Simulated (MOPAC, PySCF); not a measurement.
C2H8N2, SMILES `CC(N)N`, neutral singlet in the gas phase. 

Cartesian coordinates (Å):
```xyz
12

C     -0.3378     1.1217     0.0877
C     -0.1428    -0.3261    -0.3606
N      1.2326    -0.6455    -0.7041
N     -0.6011    -1.3008     0.6150
H     -0.0100     1.8258    -0.6833
H     -1.3886     1.3331     0.3084
H      0.2449     1.3167     0.9946
H     -0.7368    -0.4900    -1.2675
H      1.8305    -0.5074     0.1048
H      1.5651    -0.0074    -1.4168
H     -0.0826    -1.1911     1.4810
H     -1.5733    -1.1290     0.8410
```
Charge 0, spin multiplicity 1.

All levels are single points at this geometry (PBE0-D3(BJ)/def2-TZVP); Pople sets use spherical d functions. Orbital energies aren't observables, and empty levels follow the basis.

| level | HOMO (eV) | LUMO (eV) | gap (eV) | dipole (D) | vertical IE, Delta-SCF (eV) |
|---|---|---|---|---|---|
| PBE-D3(BJ)/def2-TZVP in PySCF | -5.23 | 0.00 | 5.23 | 2.46 | – |
| PBE0-D3(BJ)/def2-TZVP in PySCF | -6.69 | 0.82 | 7.50 | 2.59 | – |
| B3LYP/3-21G in PySCF | -5.53 | 2.47 | 8.00 | 3.00 | – |
| B3LYP/6-311+G** in PySCF | -6.55 | -0.16 | 6.39 | 2.78 | – |
| PBE/6-31G* in PySCF | -4.75 | 1.24 | 5.99 | 2.61 | 8.21 |
| SVWN5/6-31G* in PySCF | -4.82 | 1.01 | 5.84 | 2.71 | 8.33 |
| HF/3-21G in PySCF | -9.86 | 6.52 | 16.38 | 3.38 | – |
| HF/6-31G* in PySCF | -10.18 | 5.59 | 15.77 | 3.00 | 8.86 |
| AM1 in MOPAC | -9.67 | 3.28 | 12.95 | 3.24 | – |
